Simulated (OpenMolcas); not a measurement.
Cr2+ (d4) among equal point charges was computed by CASSCF with the d shell active (OpenMolcas, ANO-RCC-VTZP on the metal). Its lowest spin-free states, and all those of the highest spin:

```
2S+1  Degeneracy  E (cm-1)
   5           2       0.0
   5           2     311.2
   5           1      7742
   3           1     12405
   3           2     14399
   3           2     15251
   3           2     19398
   3           2     19435
   3           2     21984
   3           2     22012
   1           2     22054
   3           1     22116
```

Problem. Is the site octahedral, tetrahedral or cube-like, axial, or of lower symmetry?

Solution. The states with 2S+1 = 5 have orbital degeneracies 2, 2, 1. There are pairs but no triples, so the site is axial: not cubic, but with a proper or improper axis of order three or more. The run had Cr2+ among 6 point charges of -2 e arranged as a trigonal prism (D3h), 1.87 Å from the ion, with a polar angle of 57.0° against the regular 49.1°. The active orbitals were held to one l.

An orbital doublet at a regular site is open to a Jahn-Teller distortion, which this geometry leaves out. Without dynamic correlation the repulsion within the d shell is too large (B by tens of per cent), so at a given field states of lower spin stand too high. This is an electrostatic model: the charges have no orbitals. An unlabelled pair can be two single states that coincide in this model. No measured value stands beside these numbers.
